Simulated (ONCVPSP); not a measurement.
**Ranking ONCV potentials for aluminium (Al)**

All share these settings but for the change named:

aluminium (Al), optimised norm-conserving Vanderbilt (ONCV), made with ONCVPSP 4.0.1 (PW91, scalar-relativistic). Core [Ne], reference 3s2 3p1. Waves: 3s: rc 2.25 bohr, ncon 4, nbas 8, qcut 3.6 1/bohr, 2 projectors, debl 2 Ha; 3p: rc 2.90 bohr, ncon 3, nbas 8, qcut 2.7 1/bohr, 2 projectors, debl 1.1 Ha. Local part: polynomial inside 2.20 bohr (lpopt 5, dvloc0 0 Ha). Core correction: Teter function fitted to the true core (icmod 2), fcfact 0.15.

Test errors are all-electron minus pseudo excitation energies from the reference, over 3s2 3p0; 3s1 3p0; 3s2 3p0.5; 3s0 3p3. None of these files shows a bound ghost.

The base gives 10.6 meV.

Of 7 variants that were run, those that failed, showed a ghost or another fault, or gave nearly equal values are left out.

A variant can come out equal or close to the base, since the largest error may sit in a test that the change hardly touches while other tests move.

Task: Rank these variants by their largest absolute test error, smallest first.
A. p: debl 3.2
B. p: qcut 1.7
C. core correction polynomial model core, fcfact 0.35
D. functional PBE

Result: C (3.1 meV), A (10.7 meV), D (25.9 meV), B (31.0 meV).
